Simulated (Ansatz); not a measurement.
C5H5N, triplet, geometry from GFN2-xTB (a higher spin typed on purpose: for a closed-shell molecule this is an excited state); Ansatz (a quantum-chemistry and plane-wave program) with B3LYP/6-31+G*.

Here is a job for Ansatz.
Ansatz 0.2 input:
```yaml
crystal:
  periodic: [false, false, false]
  atoms:
    - {symbol: C, position_ang: [-0.45013487, 1.29434364, 0.01997493]}
    - {symbol: C, position_ang: [-1.34937161, 0.21931647, -0.16291149]}
    - {symbol: C, position_ang: [-0.87439970, -1.06105354, -0.17218574]}
    - {symbol: N, position_ang: [0.45309025, -1.27427717, -0.08256961]}
    - {symbol: C, position_ang: [1.34202258, -0.29564834, 0.17783372]}
    - {symbol: C, position_ang: [0.92185336, 1.00364688, 0.19576247]}
    - {symbol: H, position_ang: [-0.81614899, 2.29995551, 0.13865777]}
    - {symbol: H, position_ang: [-2.41012935, 0.37892522, -0.28096722]}
    - {symbol: H, position_ang: [-1.50864941, -1.92211236, -0.30191390]}
    - {symbol: H, position_ang: [2.37198155, -0.58199991, 0.31091895]}
    - {symbol: H, position_ang: [1.65149590, 1.78154108, 0.36044841]}
basis:
  gaussian:
    orbitals: 6-31+G_.json
hamiltonian:
  xc: b3lyp
magnetization: {spin_polarized: true, initial_magnetization: 2}
```
The basis file holds 6-31+G* in the JSON format of the Basis Set Exchange.

Output, abridged:

```
Functional definition: B3LYP
1366 factors; their error is unknown
mean field evaluation 1: about -6741.2272 eV, gradient 4.7e1 eV
mean field evaluation 2: about -6721.0876 eV, gradient 7.1e1 eV
mean field evaluation 4: about -6752.0205 eV, gradient 1.0e1 eV
mean field evaluation 8: about -6752.5453 eV, gradient 3.2e-1 eV
mean field evaluation 16: about -6752.4945 eV, gradient 1.2e-2 eV
mean field evaluation 32: about -6751.8639 eV, gradient 6.3e0 eV
mean field -6752.49449324 eV, -248.1495956214 hartree, gradient 1.8e-5 eV, S^2 2.017150; 4 other end points of the search recorded, 0 dependent functions left out
reference -6752.49480715 eV, -248.1496071574 hartree; 22, 20 occupied and 102, 104 virtual orbitals, 1366 factors
Total energy: -6752.49480715 eV, -248.1496071574 hartree
```
